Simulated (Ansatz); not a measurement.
The same ligand exchange along the group Si, Ge, Sn.

Isolated molecules relaxed with PBE0-D4/def2-TZVP in Ansatz; ΔE leaves out vibrations. CCSD(T)/CBS adds triple-zeta CCSD(T) − MP2 to the extrapolated MP2 energy (def2 sets, frozen cores). DFT in def2-TZVPP. def2 core potentials past Kr. For Ge, I, Se, Sn outer-core shells are correlated without core-valence functions, which leaves a few kJ/mol of doubt a bond. Scalar relativity is left out up to krypton. Each species was taken in one conformer, which may not be the lowest.

| reaction | ωB97X-V (eV) | CCSD/CBS(def2) (eV) |
| --- | --- | --- |
| `Cl[SiH2][SeH]` + HI → `Cl[SiH2]I` + H₂Se | -0.25 | -0.26 |
| `[Cl][GeH2][SeH]` + HI → `[Cl][GeH2][I]` + H₂Se | -0.27 | -0.29 |
| `[Cl][SnH2][SeH]` + HI → `[Cl][SnH2][I]` + H₂Se | -0.32 | -0.34 |

(1) Give the CCSD(T)/CBS values in the same order. (An estimate is asked.)

Largest T1 diagnostic: 0.011, for `[Cl][SnH2][SeH]`.

Results:

(1) The calculation gave: -0.26, -0.28, -0.33 eV.
